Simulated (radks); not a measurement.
Spherical quantum dot in the effective-mass picture: electrons in a hard-walled sphere of radius 1.56, all in effective atomic units (hartree* = m*/eps^2 hartree, bohr* = eps/m* bohr), one dielectric constant everywhere. Calculated with a radial shooting solver with Libxc functionals: non-relativistic Kohn-Sham, PBE, spin-polarised, spherical densities. Levels are named by radial order and angular momentum (1s, 1p, 1d, 2s, ...), and open shells are averaged over m. Results are scaled to m* = 0.477 and eps = 17, for which hartree* = 44.91 meV and bohr* = 1.886 nm.

N = 4, configuration 1s2 1p(up 2, down 0). This is the lowest configuration that the search found. Occupied and some empty levels:

level,occupation,eigenvalue (meV),<r> (nm)
1s up,1,237.34,1.560
1s down,1,246.49,1.544
1p up,2,321.70,1.787
1p down,0,332.64,1.784
1d up,0,435.47,1.932
1d down,0,446.93,1.932
2s up,0,514.78,1.438
2s down,0,519.77,1.444
1f up,0,575.39,2.036
1f down,0,586.85,2.037

Energy (meV): total 800.584, kinetic 559.96, external 0, Hartree 363.34, exchange-correlation -122.72.
